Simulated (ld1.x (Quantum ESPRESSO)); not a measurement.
## What one change does to a pseudopotential (Co (Z = 27), TM)

| Property | Result |
| --- | --- |
| Element | cobalt (Co) |
| Generator | ld1.x (Quantum ESPRESSO) 7.5 |
| Type | norm-conserving Troullier–Martins (Kleinman–Bylander form) |
| Functional | BP86 |
| Relativity | scalar-relativistic |
| Frozen core | [Ne] |
| Valence charge | 17 |
| Reference configuration | 3s2 3p6 3d7 4s1.75 4p0.25 |
| Partial waves | 3s (bound): rc 0.75 bohr; 3p (bound): rc 1.15 bohr; 3d (bound): rc 1.30 bohr |
| Local potential | the d channel |
| Core correction | none |

Occupied shells without a wave of their own: 4p, 4s. They enter only through the test configuration that unscreens the potential.

All-electron outer shells of the reference configuration (BP86, scalar-relativistic, ld1.x):

| shell | level (eV) | outermost node (bohr) | outermost maximum (bohr) |
| --- | --- | --- | --- |
| 2s | -899.91 | 0.08 | 0.21 |
| 2p | -770.80 | – | 0.17 |
| 3s | -102.99 | 0.31 | 0.66 |
| 3p | -66.24 | 0.28 | 0.68 |
| 3d | -8.83 | – | 0.66 |
| 4s | -5.96 | 0.96 | 2.29 |
| 4p | -1.63 | 1.05 | 3.17 |

Change: wave 3d (bound): rc 1.30 bohr becomes 3d (bound): rc 1.46 bohr.

Cutoffs: the cutoffs (Ry, on a coarse ladder) from which the occupation-weighted sum of valence levels, in a spherical-Bessel basis at the reference potential, stays within 10 and 1 mRy of its value at 400 Ry; they do not see the model core or the augmentation charge, which bear on the density cutoff. Errors are all-electron minus pseudo energies relative to the spin-unpolarised reference configuration.

Task: How do hardness, ghosts and transferability respond?

Result: The miss of the reference levels goes from 0.14 to 0.30 eV; of the 7 tests that both files solve, the error grows in 7 and shrinks in 0 by more than 15 % and 0.3 meV (median size 124.7 → 308.4 meV); neither file shows a bound ghost. More of the atom is replaced by a form fitted at one configuration, so other configurations suffer.

| quantity | base | changed |
| --- | --- | --- |
| cutoff, loose | 230 Ry | 230 Ry |
| cutoff, tight | over 300 Ry | over 300 Ry |
| loose cutoff by channel (10 mRy a level) | s 200 Ry, p 70 Ry, d 120 Ry | s 200 Ry, p 70 Ry, d 100 Ry |
| bound ghosts | none | none |
| largest miss of a reference level, eV | 0.14 | 0.30 |
| error for 3s2 3p6 3d7 4s2 4p0, meV [ΔE -1.07 eV] | -19 | -46 |
| error for 3s2 3p6 3d7 4s1 4p0, meV [ΔE 8.15 eV] | +161 | +347 |
| error for 3s2 3p6 3d7 4s0 4p0, meV [ΔE 25.03 eV] | +429 | +930 |
| error for 3s1 3p6 3d7 4s2 4p0, meV [ΔE 109.53 eV] | -92 | -174 |
| error for 3s2 3p6 3d7 4s0 4p2, meV [ΔE 7.98 eV] | +125 | +308 |
| error for 3s2 3p6 3d8 4s0 4p0, meV [ΔE 5.59 eV] | +277 | +602 |
| error for 3s2 3p5 3d7 4s2 4p0, meV [ΔE 72.56 eV] | -64 | -137 |

Base: The 4p, 4s levels have no wave, so the channel is fitted at the deeper level alone: the likely source of the large errors. Changed file: The 4p, 4s levels have no wave, so the channel is fitted at the deeper level alone: the likely source of the large errors.
